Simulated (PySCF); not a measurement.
Compound: BGe2H7O.
Z-matrix (Å and degrees, PBE0-D3(BJ)/def2-SVP geometry), rows numbered from 1:
```
B 
Ge  1  2.0583
O   2  1.7867  1  113.51
Ge  3  1.7736  2  129.32  1   -22.21
H   1  1.2081  2  122.38  3     7.09
H   1  1.2082  2  119.53  3  -174.07
H   2  1.5491  1  109.67  3  -120.17
H   2  1.5426  1  112.42  3   119.51
H   4  1.5425  3  109.54  2    74.87
H   4  1.5360  3  105.99  2  -165.40
H   4  1.5450  3  109.69  2   -45.51
```

Computed with PBE0-D3(BJ)/def2-SVP geometry optimisation, gas phase in PySCF 2.14.0.

Masses are those of the commonest isotopes; rigid-rotor values at the optimised geometry. The values belong to one conformer with, in the numbering `[BH2:1][GeH2:2][O:3][GeH3:4]`, H–B1–Ge2–O3 7° and -174°, B1–Ge2–O3–Ge4 -22°.

**Question.** Give the principal moments of inertia and the rotational constants in GHz.

**Answer.** Ia = 74.27, Ib = 452.24, Ic = 512.21 u·Å²; 505379 MHz·u·Å²/I gives 6805, 1117 and 986.7 MHz, that is A = 6.8045, B = 1.1175, C = 0.9867 GHz.

**Question.** What kind of rotor is it?

**Answer.** A near-prolate asymmetric top; Ray's κ = -0.955.

**Question.** What does the inertial defect say?

**Answer.** Not planar: Δ = Ic − Ia − Ib = -14.31 u·Å². For a rigid frame Δ = −2 Σ m c², so Σ m c² = 7.15 u·Å² lies off the ab plane: 6.34 from hydrogen and 0.81 from heavier atoms. The atom farthest from that plane is 1.42 Å away.

**Question.** Give the other two planar moments, Paa and Pbb, and the rms extents of the mass along the axes.

**Answer.** Paa = Σ m a² = (Ib + Ic − Ia)/2 = 445.09 and Pbb = Σ m b² = (Ia + Ic − Ib)/2 = 67.12 u·Å². With the mass M = 181.90 u, the rms extents √(P/M) along a, b and c are 1.56, 0.61, 0.20 Å.

**Question.** Give the coordinates in the principal-axis frame, origin at the centre of mass.

**Answer.** The sense of each axis is arbitrary; atoms in the order of the calculation.
| atom | mass (u) | a (Å) | b (Å) | c (Å) |
| --- | --- | --- | --- | --- |
| B1 | 11.009 | 1.706 | 1.794 | -0.077 |
| Ge2 | 73.921 | 1.484 | -0.250 | 0.030 |
| O3 | 15.995 | -0.200 | -0.798 | -0.202 |
| Ge4 | 73.921 | -1.714 | 0.100 | 0.019 |
| H5 | 1.008 | 0.761 | 2.543 | -0.154 |
| H6 | 1.008 | 2.813 | 2.275 | -0.044 |
| H7 | 1.008 | 1.949 | -0.752 | 1.420 |
| H8 | 1.008 | 2.306 | -0.988 | -1.046 |
| H9 | 1.008 | -1.908 | 1.082 | -1.154 |
| H10 | 1.008 | -2.831 | -0.955 | 0.042 |
| H11 | 1.008 | -1.666 | 0.883 | 1.350 |

**Question.** Predict some low-J microwave lines.

**Answer.** The dipole components are |μa| = 0.31 D, |μb| = 1.39 D, |μc| = 0.22 D. The squared components, which scale the intensities, stand as 0.05 : 1.00 : 0.03 (a : b : c). Some of the stronger lines:

```csv
type,branch,"J(Ka,Kc)",MHz,lower level (cm⁻¹)
b,R,"3(0,3) ← 2(1,2)",745,0.396
b,Q,"1(1,0) ← 1(0,1)",5818,0.070
b,Q,"2(1,1) ← 2(0,2)",5951,0.210
b,Q,"3(1,2) ← 3(0,3)",6155,0.421
b,Q,"4(1,3) ← 4(0,4)",6434,0.701
b,R,"1(1,1) ← 0(0,0)",7791,0.000
b,R,"2(1,2) ← 1(0,1)",9765,0.070
b,R,"3(1,3) ← 2(0,2)",11673,0.210
b,R,"4(1,4) ← 3(0,3)",13520,0.421
b,Q,"3(2,1) ← 3(1,2)",16877,0.626
b,Q,"2(2,0) ← 2(1,1)",17063,0.409
b,Q,"2(2,1) ← 2(1,2)",17454,0.396
b,Q,"3(2,2) ← 3(1,3)",17651,0.600
b,R,"2(2,1) ← 1(1,0)",21400,0.264
b,R,"4(2,3) ← 3(1,2)",25281,0.626
b,R,"4(2,2) ← 3(1,3)",26100,0.600
b,Q,"4(3,1) ← 4(2,2)",28736,1.470
b,Q,"3(3,0) ← 3(2,1)",28752,1.189
b,Q,"3(3,1) ← 3(2,2)",28764,1.189
b,Q,"4(3,2) ← 4(2,3)",28770,1.469
b,R,"3(3,1) ← 2(2,0)",35074,0.978
b,R,"3(3,0) ← 2(2,1)",35076,0.978
b,R,"4(3,2) ← 3(2,1)",37173,1.189
b,R,"4(4,1) ← 3(3,0)",48684,2.148
b,R,"4(4,0) ← 3(3,1)",48684,2.148
```

**Question.** Estimate the classical rotational partition function at 25 K, 298.15 K and 500 K.

**Answer.** Point group C1, symmetry number σ = 1; q = (√π/σ)·√((kT/h)³/(ABC)), k/h = 20836.6 MHz/K: 7690 at 25 K, 317000 at 298.15 K, 688000 at 500 K.

Stationary, but not proved a minimum. Zero-point vibration and centrifugal distortion are left out. A rigid rotor knows nothing of internal rotation, which can split or shift real lines. Quadrupole hyperfine structure (11B) is left out.

The run took 2.3 min wall on one thread, Arm Neoverse N1 (aarch64) (shared host), and the process peaked at 0.52 GiB of memory. These figures are those of the optimisation.
